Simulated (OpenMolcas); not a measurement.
# Cr2+: moving or changing the point charges

Cr2+ among 6 point charges of -1 e arranged as an octahedron (Oh), 1.89 Å from the ion.
```
   1.8900    0.0000    0.0000  -1.00
   0.0000    1.8900    0.0000  -1.00
  -1.8900    0.0000    0.0000  -1.00
   0.0000   -1.8900    0.0000  -1.00
   0.0000    0.0000    1.8900  -1.00
   0.0000    0.0000   -1.8900  -1.00
```

```yaml
Program: OpenMolcas 26.06
Method: CASSCF
Basis: ANO-RCC-VDZP [5s4p2d1f]
Scalar_Hamiltonian: DKH2, point nucleus
Active_space: 4 electrons in 5 orbitals (3d)
State_averaging: 2S+1 = 5 even, 5 roots; 2S+1 = 3 even, 45 roots; 2S+1 = 1 even, 50 roots
Spin-orbit_coupling: RASSI with atomic mean-field integrals over the reference wave functions
```

Runs around this geometry, states (labels of O, the rotations of Oh). Energies in cm-1 above the lowest state or level, χT in cm3 K/mol.

```csv
R (Å),q (e),Ground state,First state of that spin,First gap with spin-orbit (degeneracies),χT at 300 K,First state of another spin
1.89,-0.5,5E,5T2 2372,"14.1 (1, 3)",2.809,3T1 18348
1.73,-1,5E,5T2 6807,"6.4 (1, 3)",2.940,3T1 14446
1.89,-1,5E,5T2 4748,"8.0 (1, 3)",2.909,3T1 16376
1.99,-1,5E,5T2 3828,"9.4 (1, 3)",2.884,3T1 17189
```

Taking the first state of the same spin as R^-n, n = -ln(3828 / 6807) / ln(1.99 / 1.73) = 4.1 between the shortest and longest distance.

Scaling the charges by -0.5 / -1 = 0.50 scales the first state of the same spin by 2372 / 4748 = 0.50; with fixed orbitals a first-order splitting would follow the charge.

An orbital doublet at a regular site is open to a Jahn-Teller distortion, which this geometry leaves out. Without dynamic correlation the repulsion within the d shell is too large (B by tens of per cent), so at a given field states of lower spin stand too high. The ground term spreads over less than 5000 cm-1, several times less than with real ligands, so orbital moments are less quenched and χT lies further from the spin-only value than at real sites (holds for R = 1.89, q = -0.5; R = 1.89, q = -1; R = 1.99, q = -1). This is an electrostatic model: the charges have no orbitals. No measured value stands beside these numbers.
